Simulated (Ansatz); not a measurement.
**A relaxation, step by step**

CH6BrSi (SMILES [Br-].C[SiH3]) (charge -1), singlet, PBE0-D4/def2-TZVPD (Ansatz 0.2.0). Settings:

```yaml
hamiltonian: {xc: pbe0, dispersion: d4}
relax: {f_tol: 0.005, max_steps: 200}
```

Start (the SMILES describes the start alone):

```
9
angstrom
Br -0.4595 0.7463 -2.9700
C 0.5779 0.7628 0.5009
Si -0.4054 -0.8238 0.1984
H 1.6143 0.5304 0.8203
H 0.1012 1.3797 1.2899
H 0.6026 1.3300 -0.4512
H 0.2472 -1.7636 -0.7705
H -1.8447 -0.5847 -0.1475
H -0.4335 -1.5770 1.5298
```

```tsv
step	energy less the last (meV)	largest force component (eV/Å)
1	23.2	0.464
2	2.0	0.132
3	0.0	0.018
4	0.0	0.007
5	0.0	0.002
```

Step 2, positions (Å) and forces (eV/Å):

```csv
atom,x,y,z,Fx,Fy,Fz
Br1,-0.460,0.745,-2.964,-0.001,-0.002,0.001
C2,0.575,0.759,0.497,-0.003,-0.004,-0.007
Si3,-0.401,-0.817,0.199,0.045,0.070,0.020
H4,1.599,0.525,0.817,-0.132,0.026,-0.040
H5,0.100,1.367,1.279,0.058,-0.079,-0.101
H6,0.602,1.321,-0.445,-0.005,-0.077,0.128
H7,0.246,-1.751,-0.760,-0.030,0.042,0.039
H8,-1.830,-0.582,-0.141,0.064,-0.011,0.012
H9,-0.431,-1.567,1.517,0.005,0.035,-0.052
```

Step 3, positions (Å) and forces (eV/Å):

| atom | x | y | z | Fx | Fy | Fz |
| --- | --- | --- | --- | --- | --- | --- |
| Br1 | -0.461 | 0.745 | -2.963 | -0.001 | -0.001 | 0.000 |
| C2 | 0.574 | 0.756 | 0.497 | -0.010 | -0.018 | -0.007 |
| Si3 | -0.399 | -0.814 | 0.199 | 0.009 | 0.014 | 0.006 |
| H4 | 1.593 | 0.522 | 0.817 | 0.005 | 0.000 | 0.001 |
| H5 | 0.099 | 1.361 | 1.274 | -0.002 | 0.005 | 0.002 |
| H6 | 0.602 | 1.315 | -0.441 | 0.005 | 0.011 | -0.003 |
| H7 | 0.245 | -1.745 | -0.758 | 0.000 | -0.003 | 0.000 |
| H8 | -1.824 | -0.580 | -0.141 | -0.002 | -0.001 | 0.001 |
| H9 | -0.427 | -1.560 | 1.515 | -0.003 | -0.006 | 0.000 |

Step 4, positions (Å) and forces (eV/Å):

| atom | x | y | z | Fx | Fy | Fz |
| --- | --- | --- | --- | --- | --- | --- |
| Br1 | -0.462 | 0.744 | -2.962 | -0.001 | 0.000 | -0.001 |
| C2 | 0.574 | 0.756 | 0.497 | -0.003 | -0.007 | -0.001 |
| Si3 | -0.399 | -0.814 | 0.200 | 0.000 | 0.002 | -0.002 |
| H4 | 1.593 | 0.522 | 0.818 | 0.002 | 0.001 | 0.001 |
| H5 | 0.098 | 1.362 | 1.273 | 0.000 | 0.003 | 0.001 |
| H6 | 0.603 | 1.316 | -0.441 | 0.001 | 0.001 | 0.001 |
| H7 | 0.245 | -1.746 | -0.758 | 0.001 | 0.000 | -0.001 |
| H8 | -1.824 | -0.580 | -0.141 | -0.001 | 0.000 | 0.000 |
| H9 | -0.428 | -1.561 | 1.514 | 0.001 | 0.001 | 0.001 |

Last step (5):

| atom | x (Å) | y (Å) | z (Å) |
| --- | --- | --- | --- |
| Br1 | -0.4632 | 0.7441 | -2.9624 |
| C2 | 0.5738 | 0.7560 | 0.4970 |
| Si3 | -0.3989 | -0.8134 | 0.1993 |
| H4 | 1.5924 | 0.5217 | 0.8194 |
| H5 | 0.0978 | 1.3623 | 1.2730 |
| H6 | 0.6046 | 1.3157 | -0.4409 |
| H7 | 0.2451 | -1.7455 | -0.7583 |
| H8 | -1.8238 | -0.5799 | -0.1408 |
| H9 | -0.4277 | -1.5611 | 1.5138 |

Hardware: 4 CPU threads of an Arm Neoverse V2, shared host. Wall time about 15 s.
